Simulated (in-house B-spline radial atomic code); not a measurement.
# How G0W0 and RPA depend on the start: the iron ion Fe³⁺

Configuration [Ar] 3d5, highest spin. Computed with an all-electron radial atomic-structure program (B-spline basis): all electrons, scalar-relativistic (spin-free one-electron X2C), finite nucleus, each spin shell either full or empty, empty states to l = 9 with an (l + 1/2)⁻⁴ tail; G0W0 by contour deformation at full frequency.

```csv
start,mean-field 3d up (eV),G0W0 (eV),QP weight,RPA correlation (Eh)
Hartree-Fock,-56.09,-55.44,0.964,-1.4234
LDA VWN5,-45.38,-54.86,0.918,-1.5829
PBE,-45.18,?,?,?
PBE0,-48.11,-55.00,0.938,-1.5351
r2SCAN,-45.71,-54.72,0.926,-1.5505
HSE06,-47.66,-54.98,0.935,-1.5389
B3LYP (VWN-RPA),-47.51,-54.98,0.934,-1.5452
SCAN,-45.68,-54.67,0.926,-1.5492
TPSS,-45.10,-54.74,0.918,-1.5698
BHandHLYP,-50.88,-55.19,0.950,-1.4957
CAM-B3LYP,-49.51,-55.23,0.944,-1.5267
LC-wPBE,-50.57,-55.39,0.949,-1.5252
wB97X,-50.16,?,?,?
PBEsol,-45.16,-54.79,0.917,-1.5805
BLYP,-44.99,-54.76,0.915,-1.5814
r2SCAN0,-48.53,-54.96,0.942,-1.5161
LDA exchange-only,-44.02,-55.01,0.909,-1.5837
```

Q: What G0W0 level, weight and RPA correlation energy follow from the PBE start?

A: G0W0 level -54.75 eV, weight 0.916, RPA correlation -1.5798 hartree.

Q: What G0W0 level, weight and RPA correlation energy follow from the wB97X start?

A: G0W0 level -55.13 eV, weight 0.950, RPA correlation -1.5163 hartree.

Q: How much of the dependence on the start does G0W0 remove?

A: The mean-field levels span 12.1 eV and the G0W0 levels 0.768 eV. Against 54.91 ± 0.04 eV (NIST, measured) the G0W0 removal energies are off by -0.24 to +0.53 eV, with spin-orbit coupling, Breit and QED terms left out.
